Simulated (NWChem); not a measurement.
System: BHBrF; SMILES FBBr

Input file for NWChem:

```
start job
memory heap 200 mb stack 900 mb global 1100 mb
geometry units angstroms noautosym nocenter noautoz
  B     -0.561116    -1.060208     0.000000
  H     -1.738446    -1.303835     0.000000
  F      0.316576    -2.032656     0.000000
  Br     0.054262     0.740980     0.000000
end
basis spherical
  * library def2-tzvpd
end
dft
  xc b3lyp
  iterations 150
end
property
  response 1 0.0773
end
task dft property
```

Parts of the log:

```
             Northwest Computational Chemistry Package (NWChem) 7.3.0
             --------------------------------------------------------

                             Geometry "geometry" -> ""
                             -------------------------

 Output coordinates in angstroms (scale by  1.889725989 to convert to a.u.)

  No.       Tag          Charge          X              Y              Z
 ---- ---------------- ---------- -------------- -------------- --------------
    1 B                    5.0000    -0.56111600    -1.06020800     0.00000000
    2 H                    1.0000    -1.73844600    -1.30383500     0.00000000
    3 F                    9.0000     0.31657600    -2.03265600     0.00000000
    4 Br                  35.0000     0.05426200     0.74098000     0.00000000

 Effective nuclear repulsion energy (a.u.)     137.8581910538

                              NWChem Property Module
                              ----------------------

                                 NWChem DFT Module
                                 -----------------

 Summary of "ao basis" -> "ao basis" (spherical)
 ------------------------------------------------------------------------------
       Tag                 Description            Shells   Functions and Types
 ---------------- ------------------------------  ------  ---------------------
 B                         def2-tzvpd               13       37   6s3p3d1f
 H                         def2-tzvpd                5        9   3s2p
 F                         def2-tzvpd               14       40   6s4p3d1f
 Br                        def2-tzvpd               19       57   7s6p5d1f

            General Information
            -------------------
          SCF calculation type: DFT
          Wavefunction type:  closed shell.
          No. of atoms     :     4
          No. of electrons :    50
           Alpha electrons :    25
            Beta electrons :    25
          Charge           :     0
          Spin multiplicity:     1
          Use of symmetry is: off; symmetry adaption is: off
          Maximum number of iterations: 150
          AO basis - number of functions:   143
                     number of shells:    51
          Convergence on energy requested:  1.00D-06
          Convergence on density requested:  1.00D-05
          Convergence on gradient requested:  5.00D-04

              XC Information
              --------------
                         B3LYP Method XC Potential
                     Hartree-Fock (Exact) Exchange  0.200
                        Slater Exchange Functional  0.800 local
                    Becke 1988 Exchange Functional  0.720 non-local
              Lee-Yang-Parr Correlation Functional  0.810
                  VWN I RPA Correlation Functional  0.190 local

             Grid Information
             ----------------
          Grid used for XC integration:  medium
          Radial quadrature: Mura-Knowles
          Angular quadrature: Lebedev.
          Tag              B.-S. Rad. Rad. Pts. Rad. Cut. Ang. Pts.
          ---              ---------- --------- --------- ---------
          B                   0.85       49          12.0       434
          H                   0.35       45          12.0       434
          F                   0.50       49          13.0       434
          Br                  1.15      112          12.0       590
          Grid pruning is: on
          Number of quadrature shells:   255
          Spatial weights used:  Erf1

      Superposition of Atomic Density Guess
      -------------------------------------

 Sum of atomic energies:       -2696.85210951

      Non-variational initial energy
      ------------------------------

 Total energy =   -2697.574662
 1-e energy   =   -4028.457677
 2-e energy   =    1193.024823
 HOMO         =      -0.389460
 LUMO         =       0.021008

   convergence    iter        energy       DeltaE   RMS-Dens  Diis-err
 ---------------- ----- ----------------- --------- --------- ---------
 d= 0,ls=0.0,diis     1  -2699.5471485110 -2.84D+03  5.44D-03  1.00D+00
 d= 0,ls=0.0,diis     2  -2699.5093591564  3.78D-02  3.41D-03  1.26D+00
 d= 0,ls=0.0,diis     3  -2699.6141852375 -1.05D-01  6.95D-04  1.05D-01
 d= 0,ls=0.0,diis     4  -2699.6211792556 -6.99D-03  3.20D-04  6.66D-03
 d= 0,ls=0.0,diis     5  -2699.6217326198 -5.53D-04  1.09D-04  6.69D-04
  Resetting Diis
 d= 0,ls=0.0,diis     6  -2699.6218207828 -8.82D-05  1.39D-05  6.49D-06
 d= 0,ls=0.0,diis     7  -2699.6218214259 -6.43D-07  5.99D-06  9.52D-07

         Total DFT energy =    -2699.621821425934
      One electron energy =    -4029.433931693585
           Coulomb energy =     1298.234907553081
    Exchange-Corr. energy =     -106.280988339222
 Nuclear repulsion energy =      137.858191053792

 Numeric. integr. density =       50.000000719831

                       DFT Final Molecular Orbital Analysis
                       ------------------------------------

 Vector   23  Occ=2.000000D+00  E=-3.653427D-01
              MO Center= -4.1D-01, -5.6D-01,  9.7D-10, r^2= 3.0D+00
   Bfn.  Coefficient  Atom+Function         Bfn.  Coefficient  Atom+Function
  ----- ------------  ---------------      ----- ------------  ---------------
   104      0.325463  4 Br py                98     -0.243544  4 Br py
   101      0.225674  4 Br py                53      0.192698  3 F  px
    39      0.183284  2 H  s                 54      0.179803  3 F  py
     7     -0.178895  1 B  px               107      0.166221  4 Br py
    56      0.153476  3 F  px                57      0.143312  3 F  py

 Vector   24  Occ=2.000000D+00  E=-3.317397D-01
              MO Center=  8.1D-03,  5.4D-01, -3.8D-09, r^2= 1.8D+00
   Bfn.  Coefficient  Atom+Function         Bfn.  Coefficient  Atom+Function
  ----- ------------  ---------------      ----- ------------  ---------------
   105      0.491278  4 Br pz                99     -0.346345  4 Br pz
   102      0.317595  4 Br pz               108      0.285318  4 Br pz
    96      0.105586  4 Br pz                55     -0.096782  3 F  pz
     9      0.085423  1 B  pz                12      0.082258  1 B  pz
    58     -0.078076  3 F  pz                61     -0.058063  3 F  pz

 Vector   25  Occ=2.000000D+00  E=-3.138146D-01
              MO Center= -2.4D-02,  5.7D-01,  1.1D-09, r^2= 1.9D+00
   Bfn.  Coefficient  Atom+Function         Bfn.  Coefficient  Atom+Function
  ----- ------------  ---------------      ----- ------------  ---------------
   103      0.484463  4 Br px                97     -0.343334  4 Br px
   100      0.318119  4 Br px               106      0.295633  4 Br px
   104     -0.123088  4 Br py                94      0.104575  4 Br px
    98      0.085539  4 Br py               101     -0.078555  4 Br py
   107     -0.077635  4 Br py                39      0.077213  2 H  s

 Vector   26  Occ=0.000000D+00  E=-5.781767D-02
              MO Center= -5.7D-01, -8.1D-01,  3.5D-09, r^2= 2.8D+00
   Bfn.  Coefficient  Atom+Function         Bfn.  Coefficient  Atom+Function
  ----- ------------  ---------------      ----- ------------  ---------------
    12      0.401225  1 B  pz                 9      0.396680  1 B  pz
    15      0.330044  1 B  pz               108     -0.200266  4 Br pz
   105     -0.183283  4 Br pz                55     -0.179374  3 F  pz
    61     -0.147855  3 F  pz                58     -0.145725  3 F  pz
    99      0.119956  4 Br pz               102     -0.118112  4 Br pz

 Vector   27  Occ=0.000000D+00  E=-3.472290D-03
              MO Center= -9.7D-03,  2.1D-01,  6.6D-09, r^2= 1.4D+01
   Bfn.  Coefficient  Atom+Function         Bfn.  Coefficient  Atom+Function
  ----- ------------  ---------------      ----- ------------  ---------------
     6      2.795092  1 B  s                 93     -1.374028  4 Br s
     5     -1.204478  1 B  s                 14      0.748135  1 B  py
   110      0.726793  4 Br py                40      0.563400  2 H  s
    13      0.271880  1 B  px                92     -0.271431  4 Br s
   109      0.272243  4 Br px                 4      0.258204  1 B  s

 Vector   28  Occ=0.000000D+00  E= 1.363940D-02
              MO Center= -4.9D-01,  1.3D-01,  6.8D-09, r^2= 1.4D+01
   Bfn.  Coefficient  Atom+Function         Bfn.  Coefficient  Atom+Function
  ----- ------------  ---------------      ----- ------------  ---------------
     5      1.959107  1 B  s                  6     -1.039935  1 B  s
   110      0.786519  4 Br py               109      0.586993  4 Br px
    52     -0.491089  3 F  s                 26     -0.414136  1 B  d -2
    40     -0.398515  2 H  s                106      0.257645  4 Br px
     4      0.221180  1 B  s                 14     -0.191277  1 B  py

     Multipole analysis of the density
     ---------------------------------

     L   x y z        total         alpha         beta         nuclear
     -   - - -        -----         -----         ----         -------
     0   0 0 0     -0.000000    -25.000000    -25.000000     50.000000

     1   1 0 0     -0.265788     -0.325956     -0.325956      0.386124
     1   0 1 0     -0.019787     -0.988319     -0.988319      1.956851
     1   0 0 1     -0.000000     -0.000000     -0.000000      0.000000

     2   2 0 0    -22.240924    -21.122096    -21.122096     20.003268
     2   1 1 0      1.209536     -0.925399     -0.925399      3.060335
     2   1 0 1     -0.000000     -0.000000     -0.000000      0.000000
     2   0 2 0    -22.674911   -125.115496   -125.115496    227.556082
     2   0 1 1     -0.000000     -0.000000     -0.000000      0.000000
     2   0 0 2    -21.325342    -10.662671    -10.662671      0.000000

 *** CALLING NEW AORESP DRIVER FOR CLOSED AND OPEN SHELLS ***
 Entering AOResponse driver routine

--------------------------------------------------------------------------------

          -----------------------------------------------
          Solving response equations for perturbing field
          -----------------------------------------------

 number of frequencies:     1
 frequency in a.u.:  0.7730000E-01
 Perturbing field: electric
 Using El. Dipole Length Gauge

 Setting up CPKS with frequency omega =      0.07730000 a.u.

                            NWChem Dynamic CPHF Module
                            --------------------------

    scftype = RHF
    nclosed =   25
      nopen =    0
  variables =     5900
  num. vecs =        3
  tolerance =   1.0D-04
  max. iter =   50

 SCF residual:    1.2925672210063017E-003

Iterative solution of linear equations
  No. of variables     5900
  No. of equations        3
  Maximum subspace       30
       Convergence  1.0D-04

   iter   nsub   residual    time
   ----  ------  --------  ---------
     1      3    4.32D+00     158.1
     2      6    1.50D+00     255.0
     3      9    6.44D-01     355.4
     4     12    8.86D-02     451.3
     5     15    1.58D-02     547.4
     6     18    1.49D-03     648.2
     7     21    7.50D-04     747.2
     8     24    1.21D-04     845.1
     9     27    1.08D-05     952.3

 Electric Dipole Response Matrix (nonzero elements):

              1        2        3
    1   36.8101   3.9533  -0.0000
    2    3.9533  47.1942  -0.0000
    3   -0.0000  -0.0000  31.5555

 ------------------------------------------
 average:        38.51994 + I       0.00000

 DFT Linear Response polarizability / au
 Frequency  =       0.0773000 / au
 Wavelength =     589.4353558 / nm
              X              Y              Z
 -----------------------------------------------
 X      36.8100885      3.9532634     -0.0000000
 Y       3.9532603     47.1942354     -0.0000000
 Z      -0.0000000     -0.0000000     31.5554925
 -----------------------------------------------
 Eigenvalues =      35.4763733     48.5279507     31.5554925
 Isotropic   =      38.5199388
 Anisotropic =      15.3912526
 -----------------------------------------------

 Magnetic Dipole Response Matrix (nonzero elements):

 Exiting AOResponse driver routine
```

Level: B3LYP/def2-TZVPD. Geometry: optimised at PBE0/def2-SVP.
